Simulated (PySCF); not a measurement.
# Where the electron goes

Species: C₆H₈OSe.
Bonds: C1–C2 (triple), C2–C3, C3–C4, C4–Se5 (double), C4–C6, C6–O7, O7–C8. Hydrogens: H9 on C1; H10, H11 on C3; H12, H13 on C6; H14, H15, H16 on C8.

Theory: TDDFT CAM-B3LYP/def2-SVPD, vertical, gas phase, core orbitals frozen in the response (PySCF 2.14.0, density-fitted response routines). Geometry: PBE0-D3(BJ)/def2-SVP, one conformer, isolated molecule. Relativistic effects, spin–orbit coupling among them, are left out although an element past zinc is present. Torsions of this conformer, `[CH:1]#[C:2][CH2:3][C:4](=[Se:5])[CH2:6][O:7][CH3:8]`: C2–C3–C4–Se5 122°, C3–C4–C6–O7 -35°, C4–C6–O7–C8 164°.

Kohn–Sham orbitals with the atoms that hold most of them (Löwdin shares over 4%, at most four atoms; ? is withheld):

```
orbital  ε (eV)                           atoms
 HOMO-3   -9.55           C1 38%, C2 38%, C3 7%
 HOMO-2   -9.42           C1 39%, C2 38%, C3 7%
 HOMO-1   -9.01  Se5 35%, C4 20%, O7 16%, C6 7%
   HOMO   -7.62                               ?
   LUMO       ?                               ?
 LUMO+1    1.07  Se5 17%, C8 14%, C1 12%, C6 7%
 LUMO+2    1.39                  Se5 88%, C4 4%
```

(1) Give the leading atoms of the HOMO.

(2) Give the leading atoms of the LUMO.

(3) What is the LUMO energy, and the HOMO–LUMO gap?

Results:

(1) Se5 (bonded to C) 76%; C4 (bonded to 2 C and Se) 12%.

(2) Se5 (bonded to C) 42%; C4 (bonded to 2 C and Se) 38%; C6 (bonded to C, O and 2 H) 5%; C3 (bonded to 2 C and 2 H) 4%. By element: carbon 48% or more, selenium 42%.

(3) ε(LUMO) = -1.44 eV; the gap is 6.17 eV (0.2268 hartree).

Problem. The HOMO–LUMO gap is 6.17 eV. Where does the response calculation put the lowest singlet, and from which orbitals?

Solution. S1 is at 2.15 eV (f = 0.0000), 4.02 eV below the gap, made of HOMO→LUMO (99%). Without the coupling terms of the response equations the lowest excitation would equal the gap.

Problem. One configuration dominates each of S1, S2 and S3. Which, and how do the shares of the two leading atoms of either orbital change from the occupied to the empty one?

Solution. 
- S1 (2.15 eV, f 0.0000), HOMO→LUMO (99%): Se5 76% → 42%, C4 12% → 38%
- S2 (4.79 eV, f 0.153), HOMO-1→LUMO (90%): Se5 35% → 42%, C4 20% → 38%
- S3 (5.13 eV, f 0.0008), HOMO-2→LUMO (78%): C1 39% → at most 5%, C2 38% → at most 5%, Se5 at most 4% → 42%, C4 at most 4% → 38%

Löwdin shares depend on the basis, the more so with diffuse functions.

On one thread of an Intel Xeon at 2.50 GHz, no GPU, shared host with 64 logical CPUs at a one-minute load of 57, this took 3.1 min and 1.3 GiB of memory at its peak.
